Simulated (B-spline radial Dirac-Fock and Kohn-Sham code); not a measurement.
## Ionisation energies of technetium ions, computed and tabulated

Calculated with a radial atomic solver, using multi-electron Dirac-Fock with separately optimised hole states, Breit and Lamb-shift corrections added in first order. Each value is the difference of the configuration-average energies of two neighbouring ions in their tabulated ground configurations. Electron correlation is not included. NIST's values refer to the lowest levels; many for high charge states are themselves semi-empirical or theoretical. Where a p, d or f shell is open in either ion the computed value averages over both j values and all terms, while the table refers to the lowest levels; that difference holds spin-orbit splitting (largest in heavy or highly charged ions), term energies where several electrons share open shells, and correlation, and it can reach 10 % or more.

```tsv
ion	configuration	computed (eV)	NIST (eV)	kind	NIST − computed (eV)
Tc³³⁺	[He] 2s2 2p6	4539.6	4505 ± 2.5	semi-empirical	-34.61
Tc³⁴⁺	[He] 2s2 2p5	4722.9	4681 ± 8	semi-empirical	-41.94
Tc³⁵⁺	[He] 2s2 2p4	4909.3	4874 ± 10	semi-empirical	-35.25
Tc³⁶⁺	[He] 2s2 2p3	5098.5	5060 ± 40	semi-empirical	-38.53
Tc³⁷⁺	[He] 2s2 2p2	5290.8	5361 ± 6	semi-empirical	+70.22
Tc³⁸⁺	[He] 2s2 2p1	5486.0	5570 ± 4	semi-empirical	+84.00
Tc³⁹⁺	[He] 2s2	5831.2	5838 ± 6	semi-empirical	+6.82
Tc⁴⁰⁺	[He] 2s1	6008.2	6008.391 ± 0.017	theoretical	+0.20
Tc⁴¹⁺	1s2	25002.5	25004.53 ± 0.01	theoretical	+2.04
Tc⁴²⁺	1s1	25787.2	25787.05 ± 0.016	theoretical	-0.11
```

Problem. Where in this range is the largest relative jump, and why?

Solution. From Tc⁴⁰⁺ (6008.2 eV) to Tc⁴¹⁺ (25002.5 eV), a factor of 4.16. The configuration goes from [He] 2s1 to 1s2, so the next electron comes out of a deeper subshell.
